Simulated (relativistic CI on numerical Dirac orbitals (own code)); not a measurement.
Forbidden lines of Tb¹⁵⁺

These numbers are calculated, not measured: Dirac-Coulomb-Breit CI, KLI orbitals optimised for each configuration, model QED, unscaled Slater integrals (own radial code, finite nucleus).

Configuration list (outside the closed core [Ar] 3d10 4p6 4d10): 4s2 4f4, 4s2 4f3 5s, 4s2 4f2 5s2, 4s2 4f2 5s 5p, 4s2 4f3 5p, 4s2 4f2 5p2, 4s2 4f2 5s 5d, 4s2 4f3 5d, 4s2 4f2 5p 5d, 4s2 4f2 5d2, 4s2 4f3 6s, 4s2 4f3 6p, 4s 4f3 5s2. Levels of other configurations are missing.

```csv
λ vac (Å),Lower,Upper,Type,A (s⁻¹),E lower (cm⁻¹),E upper (cm⁻¹)
2371.1,4s2 4f4 5I_4 [1],4s2 4f4 5G_4 [19],M1,7.85e+00,0.0,42174.7
2589.6,4s2 4f4 5I_5 [2],4s2 4f4 5G_4 [19],M1,1.02e+01,3558.2,42174.7
2645.9,4s2 4f4 5I_6 [3],4s2 4f4 3L_7 [22],M1,3.81e+00,7313.2,45107.3
2701.1,4s2 4f4 5I_5 [2],4s2 4f4 3H_5 [18],M1,1.16e+01,3558.2,40580.0
2851.5,4s2 4f4 5I_4 [1],4s2 4f4 3H_4 [14],M1,2.66e+01,0.0,35069.5
3006.0,4s2 4f4 5I_6 [3],4s2 4f4 3H_5 [18],M1,2.14e+01,7313.2,40580.0
3173.5,4s2 4f4 5I_5 [2],4s2 4f4 3H_4 [14],M1,1.67e+01,3558.2,35069.5
3286.6,4s2 4f4 5I_4 [1],4s2 4f4 5F_4 [10],M1,4.91e+00,0.0,30426.1
3547.6,4s2 4f4 5I_5 [2],4s2 4f4 3K_6 [11],M1,1.69e+01,3558.2,31746.3
3693.8,4s2 4f4 5I_6 [3],4s2 4f4 3K_7 [13],M1,1.76e+01,7313.2,34385.3
3783.8,4s2 4f4 5I_7 [4],4s2 4f4 3K_8 [17],M1,1.04e+01,11137.3,37566.0
4092.8,4s2 4f4 5I_6 [3],4s2 4f4 3K_6 [11],M1,7.12e+00,7313.2,31746.3
4301.4,4s2 4f4 5I_7 [4],4s2 4f4 3K_7 [13],M1,1.49e+01,11137.3,34385.3
4422.9,4s2 4f4 5I_8 [5],4s2 4f4 3K_8 [17],M1,2.31e+01,14956.4,37566.0
6246.2,4s2 4f4 5F_3 [8],4s2 4f4 3D_2 [21],M1,1.42e+01,28715.6,44725.3
7484.5,4s2 4f4 3K_6 [11],4s2 4f4 3L_7 [22],M1,1.41e+01,31746.3,45107.3
9326.6,4s2 4f4 3K_7 [13],4s2 4f4 3L_7 [22],M1,6.80e+00,34385.3,45107.3
26150.2,4s2 4f4 5I_6 [3],4s2 4f4 5I_7 [4],M1,3.68e+00,7313.2,11137.3
26631.3,4s2 4f4 5I_5 [2],4s2 4f4 5I_6 [3],M1,4.01e+00,3558.2,7313.2
28103.9,4s2 4f4 5I_4 [1],4s2 4f4 5I_5 [2],M1,2.71e+00,0.0,3558.2
```

Terms are leading LS components. Brackets give the number of a level in order of energy, since labels repeat. The list gives strong lines, with weight on those to low levels, among the lowest 200 of 2842 levels, so that lines to higher ones, which can be the strongest, are missing. Levels whose partners in the same complex of configurations lie outside the list can be far off, and so can their lines. Rates are taken at the computed energies, electric ones in the length gauge.

At this charge transitions that keep the count of f electrons are usually good to a few per cent. Terms inside the open d or f shell come out 10 to 20 % too wide with unscaled integrals. Levels and lines within the n = 5 or 6 shells can be off by up to 10 % or somewhat more, and those that change n by about 2 %, since core polarisation is missing. Levels that differ in their count of f electrons can be misplaced by several ten thousand cm⁻¹, since the correlation energy of f electrons is missing or only estimated; rates across such gaps can be off by orders of magnitude.

LS names give the leading component of a level, which can be under half, so a name can repeat, a term be missing and a line seem to break the LS rules.
